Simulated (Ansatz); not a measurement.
Frontier orbitals of AlBH5NSe (`B[NH][AlH][SeH]`).

Charge 0, multiplicity 1. Correlated methods include outer-core shells of Se, which these sets cover unevenly. Scalar relativity is left out up to krypton. All single points use the PBE0-D4/def2-TZVP geometry. It is one conformer, not always the lowest. Basis def2-TZVPP, the Gaussian-basis code of Ansatz.

```json
{"functional": "PBE", "HOMO (eV)": "-6.37", "LUMO (eV)": "-1.83", "gap (eV)": "4.54"}
{"functional": "revPBE", "HOMO (eV)": "-6.32", "LUMO (eV)": "-1.72", "gap (eV)": "4.60"}
{"functional": "BLYP", "HOMO (eV)": "-6.17", "LUMO (eV)": "-1.68", "gap (eV)": "4.49"}
{"functional": "PBE0", "HOMO (eV)": "-7.46", "LUMO (eV)": "-1.02", "gap (eV)": "6.44"}
{"functional": "HSE06 (plane-wave form)", "HOMO (eV)": "-7.07", "LUMO (eV)": "-1.39", "gap (eV)": "5.68"}
{"functional": "ωB97X-V", "HOMO (eV)": "-9.72", "LUMO (eV)": "0.91", "gap (eV)": "10.63"}
{"functional": "ωB97M-V", "HOMO (eV)": "-9.59", "LUMO (eV)": "0.65", "gap (eV)": "10.24"}
```

Against PBE, PBE0 changes HOMO and LUMO by −1.09 and +0.81 eV, ωB97M-V by −3.22 and +2.48 eV. A gap of 4.54 eV thus becomes 10.25 eV for the same molecule, so an orbital gap means little without its functional. A positive LUMO is unbound and depends on the basis.
